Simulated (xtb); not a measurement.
xtb input (GFN2-xTB):

```bash
xtb mol.xyz --gfn 2 --sp --chrg 0 --uhf 0
```
mol.xyz:
```
5

Cl    -1.64709575    -0.81150088    -0.87490151
C     -0.35817072    -0.14289256     0.13857595
Cl    -0.84722004    -0.18360884     1.83995020
Br    -0.00292953     1.71220875    -0.39513723
Br     1.27585503    -1.20437388    -0.09735658
```

End of the output:

```
         :::::::::::::::::::::::::::::::::::::::::::::::::::::
         ::                     SUMMARY                     ::
         :::::::::::::::::::::::::::::::::::::::::::::::::::::
         :: total energy             -19.375687079938 Eh    ::
         :: gradient norm              0.005171216347 Eh/a0 ::
         :: HOMO-LUMO gap              3.616980704251 eV    ::
         ::.................................................::
         :: SCC energy               -19.392381068437 Eh    ::
         :: -> isotropic ES            0.011834219381 Eh    ::
         :: -> anisotropic ES          0.002297413201 Eh    ::
         :: -> anisotropic XC         -0.004582087527 Eh    ::
         :: -> dispersion             -0.006583801412 Eh    ::
         :: repulsion energy           0.016693988499 Eh    ::
         :: add. restraining           0.000000000000 Eh    ::
         :: total charge              -0.000000000000 e     ::
         :::::::::::::::::::::::::::::::::::::::::::::::::::::

           -------------------------------------------------
          |                Property Printout                |
           -------------------------------------------------

    * Orbital Energies and Occupations

         #    Occupation            Energy/Eh            Energy/eV
      -------------------------------------------------------------
         1        2.0000           -1.1139434             -30.3119
       ...           ...                  ...                  ...
         4        2.0000           -0.8812579             -23.9802
         5        2.0000           -0.6579698             -17.9043
         6        2.0000           -0.5883459             -16.0097
         7        2.0000           -0.5845530             -15.9065
         8        2.0000           -0.5825219             -15.8512
         9        2.0000           -0.4894894             -13.3197
        10        2.0000           -0.4886776             -13.2976
        11        2.0000           -0.4753650             -12.9353
Note: The following floating-point exceptions are signalling: IEEE_UNDERFLOW_FLAG IEEE_DENORMAL
normal termination of xtb
        12        2.0000           -0.4737286             -12.8908
        13        2.0000           -0.4655488             -12.6682
        14        2.0000           -0.4605577             -12.5324
        15        2.0000           -0.4594101             -12.5012
        16        2.0000           -0.4569300             -12.4337 (HOMO)
        17                         -0.3240084              -8.8167 (LUMO)
        18                         -0.2664556              -7.2506
        19                         -0.2226058              -6.0574
        20                         -0.2060132              -5.6059
        21                         -0.0457483              -1.2449
        22                         -0.0452426              -1.2311
        23                         -0.0440050              -1.1974
        24                         -0.0434451              -1.1822
        25                         -0.0434328              -1.1819
        26                         -0.0428711              -1.1666
        27                         -0.0421525              -1.1470
       ...                                ...                  ...
        40                          0.3984459              10.8423
      -------------------------------------------------------------
                  HL-Gap            0.1329216 Eh            3.6170 eV
             Fermi-level           -0.3904692 Eh          -10.6252 eV

     #   Z          covCN         q      C6AA      α(0)
     1  17 Cl       1.447    -0.071   101.404    15.406
     2   6 C        3.603     0.246    17.275     6.009
     3  17 Cl       1.447    -0.071   101.404    15.406
     4  35 Br       1.610    -0.052   186.457    22.017
     5  35 Br       1.610    -0.052   186.457    22.017

 Mol. C6AA /au·bohr⁶  :       2660.155807
 Mol. C8AA /au·bohr⁸  :     136468.677576
 Mol. α(0) /au        :         80.855393

Wiberg/Mayer (AO) data.
largest (>0.10) Wiberg bond orders for each atom

 ---------------------------------------------------------------------------
     #   Z sym  total        # sym  WBO       # sym  WBO       # sym  WBO
 ---------------------------------------------------------------------------
     1  17 Cl   1.139 --     2 C    0.997
     2   6 C    3.933 --     1 Cl   0.997     3 Cl   0.997     5 Br   0.970
                             4 Br   0.970
     3  17 Cl   1.139 --     2 C    0.997
     4  35 Br   1.125 --     2 C    0.970
     5  35 Br   1.125 --     2 C    0.970
 ---------------------------------------------------------------------------

Topologies differ in total number of bonds
Writing topology from bond orders to xtbtopo.mol

molecular dipole:
                 x           y           z       tot (Debye)
 q only:        0.045       0.018      -0.017
   full:       -0.884      -0.353       0.342       2.571
molecular quadrupole (traceless):
                xx          xy          yy          xz          yz          zz
 q only:       -0.042      -0.075       0.097       0.014      -0.013      -0.055
  q+dip:        0.557       3.298      -5.232       0.601       1.438       4.675
   full:        0.581       3.084      -4.850       0.506       1.305       4.269

           -------------------------------------------------
          | TOTAL ENERGY              -19.375687079938 Eh   |
          | GRADIENT NORM               0.005171216347 Eh/α |
          | HOMO-LUMO GAP               3.616980704251 eV   |
           -------------------------------------------------

------------------------------------------------------------------------
------------------------------------------------------------------------
 total:
 SCF:
```
